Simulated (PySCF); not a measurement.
**Te+: excitation energy**

Te+ [Kr] 4d10 5s2 5p3 (4S) → Te+ [Kr] 4d10 5s1 5p3 5d1 (6D), as a difference of total energies. All numbers are calculated (PySCF 2.14, scalar relativity through the core potential, in aug-cc-pwCVDZ-PP with ECP28MDF (6s5p4d1f, 48 functions)). Correlated levels: valence: 4s2 4p6 4d10 frozen; valence and next inner shell: nothing frozen outside the core potential. The calculations carry no spin-orbit coupling.

| method | excitation energy (eV) |
| --- | --- |
| UHF | 15.786 |
| PBE | 18.213 |
| PBE0 | 17.870 |
| r2SCAN | 17.769 |
| BP86 | 18.288 |
| wB97M-V | 18.002 |
| M06-L | 18.213 |
| MP2 (valence) | 16.866 |
| SCS-MP2 (valence) | 17.069 |
| MP2 (valence and next inner shell) | 17.994 |

Problem. Estimate what SCS-MP2 (valence and next inner shell) gives.

Solution. 17.958 eV, closest to MP2 (valence and next inner shell) among the rows shown.

Problem. Estimate what LDA gives.

Solution. 18.691 eV, closest to BP86 among the rows shown.

The promoted electron is Rydberg-like, and one or two diffuse shells describe it only roughly, which tends to raise the upper state.
